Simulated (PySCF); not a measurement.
**First hyperpolarisability: `CNc1ccc(F)cc1`, C₇H₈FN**

Geometry:
| atom | x (Å) | y (Å) | z (Å) |
| --- | --- | --- | --- |
| C1 | 3.001 | 0.053 | -0.057 |
| N2 | 1.891 | -0.830 | 0.147 |
| C3 | 0.595 | -0.376 | 0.264 |
| C4 | 0.293 | 0.989 | 0.422 |
| C5 | -1.026 | 1.416 | 0.573 |
| C6 | -2.057 | 0.490 | 0.556 |
| F7 | -3.322 | 0.902 | 0.694 |
| C8 | -1.790 | -0.865 | 0.392 |
| C9 | -0.476 | -1.291 | 0.250 |
| H10 | 3.135 | 0.731 | 0.803 |
| H11 | 2.906 | 0.683 | -0.965 |
| H12 | 3.922 | -0.539 | -0.148 |
| H13 | 1.988 | -1.765 | -0.222 |
| H14 | 1.091 | 1.732 | 0.430 |
| H15 | -1.261 | 2.475 | 0.697 |
| H16 | -2.618 | -1.577 | 0.380 |
| H17 | -0.267 | -2.357 | 0.128 |

Method: quadratic response CAM-B3LYP/aug-cc-pVDZ first hyperpolarisability, Taylor convention, gas phase in PySCF 2.14.0. Geometry: PBE0-D3(BJ)/def2-SVP.

**Question.** Give β for the processes computed.

**Answer.** In au, Taylor convention; the vector part is βᵢ = ⅓ Σⱼ (βᵢⱼⱼ + βⱼᵢⱼ + βⱼⱼᵢ); β∥ is 3/5 of the vector part along the dipole, the dipole points from − to +:
```
                   process  λ (nm)  β vector norm    β∥  β HRS  depolarisation ratio
           static β(0;0,0)       ∞          111.8  23.8   61.5                  2.73
second harmonic β(−2ω;ω,ω)    1907          122.9  29.7   66.8                  2.78
         Pockels β(−ω;ω,0)    1907          115.3  25.6      –                     –
second harmonic β(−2ω;ω,ω)    1064          155.0  46.9   81.3                  2.93
         Pockels β(−ω;ω,0)    1064          123.7  30.1      –                     –
```

**Question.** Which lowest excitations, dipole and polarisabilities go with it?

**Answer.** S1 4.49 eV (f = 0.053); S2 4.70 eV (f = 0.004); S3 5.20 eV (f = 0.017); dipole 3.33 D; isotropic α 94.2 au static, 94.6 au at 1907 nm, 95.5 au at 1064 nm, 95.8 au at 953.5 nm, 99.8 au at 532 nm.
